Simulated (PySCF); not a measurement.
C2H9BiSi, SMILES [Bi]([CH3])([CH3])[SiH3].

Geometry optimised at B3LYP-D3(BJ)/def2-SVP. The structure was generated by enumeration; whether it is a known compound was not checked. The def2 effective core potentials stand for the cores of Bi; spin–orbit coupling is left out.

Calculation: HF/def2-TZVP (PySCF).

Symmetry labels are those of the subgroup Cs that the program uses (full group Cs).

Computed valence orbital energies around the gap with their symmetry:
```tsv
orbital	symmetry	energy (eV)
HOMO−7	A'	-15.18
HOMO−6	A"	-14.95
HOMO−5	A"	-14.85
HOMO−4	A"	-13.01
HOMO−3	A'	-12.99
HOMO−2	A"	-10.31
HOMO−1	A'	-9.72
HOMO	A'	-8.70
LUMO	A'	2.21
LUMO+1	A"	2.27
LUMO+2	A'	2.81
LUMO+3	A'	3.77
```
